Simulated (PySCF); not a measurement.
Charge on either side of a bond

C5H12N2OSi.
Atom-mapped SMILES: `[CH2:1]=[C:2]([SiH2:3][NH2:4])[C:5](=[O:6])[CH2:7][CH2:8][NH2:9]` (hydrogens: H10, H11 on C1; H12, H13 on Si3; H14, H15 on N4; H16, H17 on C7; H18, H19 on C8; H20, H21 on N9)

Geometry (GFN2-xTB, Å), atoms numbered from 1 in this order:
```xyz
21
C5H12N2OSi angstrom
C     -1.216   -1.069    1.752
C     -1.222   -0.516    0.544
Si    -2.768   -0.277   -0.532
N     -3.068    1.419   -0.549
C     -0.023    0.031   -0.110
O     -0.155    0.685   -1.127
C      1.337   -0.249    0.488
C      2.472    0.270   -0.392
N      3.750   -0.134    0.173
H     -2.126   -1.447    2.189
H     -0.330   -1.164    2.361
H     -2.527   -0.957   -1.812
H     -3.921   -0.869    0.149
H     -3.917    1.746   -0.983
H     -2.297    2.007   -0.829
H      1.455   -1.325    0.631
H      1.385    0.222    1.474
H      2.364    1.360   -0.510
H      2.387   -0.179   -1.385
H      4.508    0.135   -0.445
H      3.902    0.329    1.064
```

Atomic charges (e) from the PBE0/pcSseg-1 density (PySCF):

```json
{"atom": "C1", "Mulliken": "-0.0335", "IAO": "-0.2488", "Hirshfeld": "-0.0557", "ESP-fitted": "-0.2473"}
{"atom": "C2", "Mulliken": "-0.5630", "IAO": "-0.3126", "Hirshfeld": "-0.0995", "ESP-fitted": "-0.4206"}
{"atom": "Si3", "Mulliken": "+0.8366", "IAO": "+0.8986", "Hirshfeld": "+0.3457", "ESP-fitted": "+0.7363"}
{"atom": "N4", "Mulliken": "-0.6181", "IAO": "-0.8397", "Hirshfeld": "-0.3231", "ESP-fitted": "-0.9909"}
{"atom": "C5", "Mulliken": "+0.2765", "IAO": "+0.3774", "Hirshfeld": "+0.1660", "ESP-fitted": "+0.7301"}
{"atom": "O6", "Mulliken": "-0.3969", "IAO": "-0.4265", "Hirshfeld": "-0.2003", "ESP-fitted": "-0.5538"}
{"atom": "C7", "Mulliken": "-0.2638", "IAO": "-0.3115", "Hirshfeld": "-0.0799", "ESP-fitted": "-0.2549"}
{"atom": "C8", "Mulliken": "-0.0334", "IAO": "-0.1359", "Hirshfeld": "-0.0301", "ESP-fitted": "+0.2901"}
{"atom": "N9", "Mulliken": "-0.4573", "IAO": "-0.5801", "Hirshfeld": "-0.2430", "ESP-fitted": "-0.9774"}
{"atom": "H10", "Mulliken": "+0.1246", "IAO": "+0.1607", "Hirshfeld": "+0.0564", "ESP-fitted": "+0.1739"}
{"atom": "H11", "Mulliken": "+0.1214", "IAO": "+0.1487", "Hirshfeld": "+0.0529", "ESP-fitted": "+0.1349"}
{"atom": "H12", "Mulliken": "-0.1191", "IAO": "-0.1627", "Hirshfeld": "-0.0949", "ESP-fitted": "-0.1697"}
{"atom": "H13", "Mulliken": "-0.1414", "IAO": "-0.1490", "Hirshfeld": "-0.0896", "ESP-fitted": "-0.1420"}
{"atom": "H14", "Mulliken": "+0.1879", "IAO": "+0.2579", "Hirshfeld": "+0.1151", "ESP-fitted": "+0.3717"}
{"atom": "H15", "Mulliken": "+0.2020", "IAO": "+0.2677", "Hirshfeld": "+0.1043", "ESP-fitted": "+0.3858"}
{"atom": "H16", "Mulliken": "+0.1568", "IAO": "+0.1630", "Hirshfeld": "+0.0471", "ESP-fitted": "+0.0909"}
{"atom": "H17", "Mulliken": "+0.1473", "IAO": "+0.1488", "Hirshfeld": "+0.0484", "ESP-fitted": "+0.1074"}
{"atom": "H18", "Mulliken": "+0.1119", "IAO": "+0.1159", "Hirshfeld": "+0.0242", "ESP-fitted": "-0.0319"}
{"atom": "H19", "Mulliken": "+0.1272", "IAO": "+0.1470", "Hirshfeld": "+0.0400", "ESP-fitted": "+0.0484"}
{"atom": "H20", "Mulliken": "+0.1705", "IAO": "+0.2457", "Hirshfeld": "+0.1111", "ESP-fitted": "+0.3660"}
{"atom": "H21", "Mulliken": "+0.1638", "IAO": "+0.2355", "Hirshfeld": "+0.1048", "ESP-fitted": "+0.3527"}
```

Problem. Cut each of the bonds C1–C2, C2–C5, Si3–C2, N4–Si3, C7–C5, C8–C7 and N9–C8 in turn and sum the charges on the side of the atom named first.

Solution. In e; the other side holds the opposite charge:

```csv
bond cut,piece,atoms,Mulliken,IAO,Hirshfeld,ESP-fitted
C1–C2,CH2,3,+0.212,+0.061,+0.054,+0.061
C2–C5,C2H6NSi,10,-0.003,+0.021,+0.012,-0.168
Si3–C2,SiNH4,6,+0.348,+0.273,+0.058,+0.191
N4–Si3,NH2,3,-0.228,-0.314,-0.104,-0.233
C7–C5,C2H6N,9,+0.123,+0.028,+0.023,-0.009
C8–C7,CH4N,6,+0.083,+0.028,+0.007,+0.048
N9–C8,NH2,3,-0.123,-0.099,-0.027,-0.259
```

Extremes among these pieces. Mulliken: lowest NH2 at N4, highest SiNH4 at Si3; IAO: lowest NH2 at N4, highest SiNH4 at Si3; Hirshfeld: lowest NH2 at N4, highest SiNH4 at Si3; ESP-fitted: lowest NH2 at N9, highest SiNH4 at Si3.

Problem. Do the schemes agree better on the pieces than on the single atoms at the cuts?

Solution. The spread between schemes averages 0.184 e for the pieces and 0.470 e for the atoms named first; it is smaller for the piece at 7 of the 7 cuts. On average they agree better on the pieces.

Isolated species at its GFN2-xTB geometry (one conformer only).

These values come from a run that also computed NMR shieldings. On an Arm Neoverse N1 with one thread, shared host with 64 logical CPUs at a one-minute load of 60, this took 81 s of wall time and 0.98 GiB of memory at its peak.
